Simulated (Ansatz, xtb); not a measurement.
## C4H7BrSi: which of two isomers lies lower

Structure a is `C#CC[Si@@H](C)Br`, a singlet and structure b is `C#C[Si@@H](C)CBr`, a singlet. Both are isolated molecules in the gas phase, relaxed with r2SCAN-D4/def2-SVP, each in the lowest conformer that the search found.

a (Å):

```yaml
atoms:
  - { symbol: C, position_ang: [0.0843, 2.5290, 2.4724] }
  - { symbol: C, position_ang: [-0.1437, 1.6493, 1.6634] }
  - { symbol: C, position_ang: [-0.3772, 0.6590, 0.6308] }
  - { symbol: C, position_ang: [2.0268, 1.7527, -1.0028] }
  - { symbol: Br, position_ang: [-0.1777, -0.2407, -2.5802] }
  - { symbol: Si, position_ang: [0.2087, 1.3479, -1.0379] }
  - { symbol: H, position_ang: [0.2712, 3.2886, 3.2083] }
  - { symbol: H, position_ang: [0.1670, -0.2794, 0.8416] }
  - { symbol: H, position_ang: [-1.4479, 0.3984, 0.5573] }
  - { symbol: H, position_ang: [-0.6234, 2.5279, -1.4009] }
  - { symbol: H, position_ang: [2.3612, 2.1556, -1.9710] }
  - { symbol: H, position_ang: [2.2226, 2.5064, -0.2227] }
  - { symbol: H, position_ang: [2.6242, 0.8553, -0.7780] }
```

b (Å):

```json
{"atom": "C", "x (Å)": "-0.1267", "y (Å)": "1.1318", "z (Å)": "0.8170"}
{"atom": "C", "x (Å)": "-0.1444", "y (Å)": "0.2189", "z (Å)": "0.0050"}
{"atom": "C", "x (Å)": "0.9179", "y (Å)": "-2.5615", "z (Å)": "-0.6416"}
{"atom": "C", "x (Å)": "-2.0075", "y (Å)": "-1.7441", "z (Å)": "-1.2599"}
{"atom": "Br", "x (Å)": "-2.1929", "y (Å)": "-3.2215", "z (Å)": "-2.5407"}
{"atom": "Si", "x (Å)": "-0.2032", "y (Å)": "-1.1733", "z (Å)": "-1.1970"}
{"atom": "H", "x (Å)": "-0.1061", "y (Å)": "1.9382", "z (Å)": "1.5290"}
{"atom": "H", "x (Å)": "0.1775", "y (Å)": "-0.6607", "z (Å)": "-2.5442"}
{"atom": "H", "x (Å)": "0.6297", "y (Å)": "-2.9165", "z (Å)": "0.3606"}
{"atom": "H", "x (Å)": "0.8532", "y (Å)": "-3.4083", "z (Å)": "-1.3424"}
{"atom": "H", "x (Å)": "1.9654", "y (Å)": "-2.2250", "z (Å)": "-0.5963"}
{"atom": "H", "x (Å)": "-2.3615", "y (Å)": "-2.1217", "z (Å)": "-0.2891"}
{"atom": "H", "x (Å)": "-2.6897", "y (Å)": "-0.9493", "z (Å)": "-1.5943"}
```

Task: Estimate E(b) − E(a) at the level CCSD(T)/def2-SVP + ΔMP2/def2-TZVPP.

Result: Calculated at CCSD(T)/def2-SVP + ΔMP2/def2-TZVPP: E(b) − E(a) = +23.1 kcal/mol, so structure a lies lower.

Level by level:

| level | geometry | E(b) − E(a) (kcal/mol) | departure from the last row (kcal/mol) | job, with rough time for the two |
| --- | --- | --- | --- | --- |
| GFN2-xTB | GFN2-xTB | +37.2 | +14.0 | optimisation, 0.32 s |
| HF/STO-3G | GFN2-xTB | +20.6 | −2.5 | single point, 1.3 s |
| r2SCAN-D4/def2-SVP//GFN2-xTB | GFN2-xTB | +26.8 | +3.6 | single point, 6.2 s |
| r2SCAN-D4/def2-SVP | r2SCAN-D4/def2-SVP | +27.1 | +4.0 | optimisation, 59 s |
| HF/def2-SVP | r2SCAN-D4/def2-SVP | +27.2 | +4.1 | part of the CCSD(T) run |
| MP2/def2-SVP | r2SCAN-D4/def2-SVP | +27.3 | +4.2 | part of the CCSD(T) run |
| CCSD(T)/def2-SVP | r2SCAN-D4/def2-SVP | +25.9 | +2.8 | single point |
| CCSD(T)/def2-SVP + ΔMP2/def2-TZVPP | r2SCAN-D4/def2-SVP | +23.1 |  | single point, 2 min |

As drawn, b has 1 C–Si, 1 C–Br in place of 1 C–C, 1 Br–Si.

The levels shown agree on the order. The largest departure from CCSD(T)/def2-SVP + ΔMP2/def2-TZVPP is that of GFN2-xTB, 14.0 kcal/mol. The last row adds to CCSD(T) the change of the MP2 difference between the two basis sets, here −2.8 kcal/mol.

With thermal terms from frequencies at re-optimised GFN2-xTB minima (ideal gas, soft modes damped towards free rotors, one conformer each, 298.15 K, 1 atm): on the last row, ΔE + ΔZPE = +22.5, ΔH = +22.6, ΔG = +22.3 kcal/mol.

The correlated steps freeze 18 core orbitals; the filled d shell of Br is correlated, in a basis made for valence electrons. Codes used: Ansatz 0.2.0, xtb 6.7.1; the last row on 2 threads of Intel(R) Xeon(R) Platinum 8259CL CPU @ 2.50GHz (Skylake/Cascade Lake) on a shared host.
